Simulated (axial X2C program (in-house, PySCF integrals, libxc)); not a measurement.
## Which functional? An output for GeTe⁺

An SCF output computed with an in-house relativistic program for diatomic molecules for GeTe⁺ at 2.492 Å, two-component, state Ω = 3/2, Te dyall-cv3z [11s12p8d4f1g], Ge dyall-cv3z [9s9p7d4f1g] (cores contracted in-house), without its first line:

```
basis functions 232  fitting functions 1245  grid points 5801
iter        total energy     max residual
   1      -8884.294551580     2.72e-01
   2      -8884.332283790     7.35e-03
   3      -8884.333771804     5.54e-03
   4      -8884.334090045     1.63e-03
   5      -8884.334249847     8.37e-04
   6      -8884.334338116     6.57e-04
   7      -8884.334388637     5.10e-04
   8      -8884.334437093     4.63e-04
   9      -8884.334475126     4.20e-04
  10      -8884.334534747     2.90e-04
  11      -8884.334586040     2.86e-04
  12      -8884.334607140     2.58e-04
  13      -8884.334619848     2.09e-04
  14      -8884.334629420     1.44e-04
  15      -8884.334635541     5.70e-05
  16      -8884.334636472     1.52e-05
  17      -8884.334636520     8.47e-06
  18      -8884.334636531     4.62e-06
  19      -8884.334636534     2.19e-06
  20      -8884.334636535     1.33e-06
converged
one-electron -12919.51033734  Coulomb 3939.68616913  exact exchange -253.09560983  xc functional 0.00000000  nuclear repulsion 353.35107503  atomic mean-field constant -4.76593353
```

Task: Which level of theory produced it?
A. BHandHLYP
B. PBE0
C. HF

Result: C. The exact-exchange term against the functional term shows a share of 1 of exact exchange.
